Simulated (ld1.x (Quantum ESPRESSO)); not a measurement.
## Before and after: TM potential for samarium (Sm)

| Quantity | Value |
| --- | --- |
| Element | Sm (Z = 62) |
| Generator | ld1.x (Quantum ESPRESSO) 7.5 |
| Type | norm-conserving Troullier–Martins (Kleinman–Bylander form) |
| Functional | PBE |
| Relativity | fully relativistic |
| Frozen core | [Xe] 4f5 |
| Valence charge | 3 |
| Reference configuration | 5d1 6s1 6p0 (charge +1) |
| Partial waves | 6s (bound): rc 3.60 bohr; 5d (bound): rc 2.75 bohr; 6p (bound, empty): rc 3.65 bohr |
| Local potential | the p channel |
| Core correction | a·sin(br)/r model core, default radius (core density twice the valence density) |

Open shells are filled in proportion to 2j + 1 (rel_dist='average').

Change: all radii but the core radius scaled by about 1.17 (s 4.20, p 4.26, d 3.22 bohr).

Cutoffs: the cutoffs (Ry, on a coarse ladder) from which the occupation-weighted sum of valence levels, in a spherical-Bessel basis at the reference potential, stays within 10 and 1 mRy of its value at 400 Ry; they do not see the model core or the augmentation charge, which bear on the density cutoff. Errors are all-electron minus pseudo energies relative to the spin-unpolarised reference configuration.

Predict the effect on cutoff, ghosts and configuration errors.

The potential gets softer (15 Ry and 18 Ry → 12 Ry and 18 Ry); of the 7 tests that both files solve, the error grows in 5 and shrinks in 2 by more than 15 % and 0.3 meV (median size 22.4 → 33.2 meV); neither file shows a bound ghost. A larger radius leaves more room for a smooth pseudo-wave, so fewer plane waves are needed.

```tsv
quantity	base	changed
cutoff, loose	15 Ry	12 Ry
cutoff, tight	18 Ry	18 Ry
loose cutoff by channel (10 mRy a level)	s 6 Ry, d 15 Ry	s 6 Ry, d 12 Ry
bound ghosts	none	none
error for 5d1 6s2 6p0, meV [ΔE -6.45 eV]	+0.2	-5.0
error for 5d1 6s0 6p0, meV [ΔE 11.77 eV]	-22	-33
error for 5d1 6s1.5 6p0, meV [ΔE -3.86 eV]	-0.5	-2.2
error for 5d2 6s0 6p0, meV [ΔE 0.76 eV]	-77	-55
error for 5d1 6s0 6p2, meV [ΔE -0.90 eV]	-30	-36
error for 5d1.5 6s1.5 6p0, meV [ΔE -5.78 eV]	-19	-25
error for 5d0 6s2 6p0, meV [ΔE -0.24 eV]	-66	-46
```
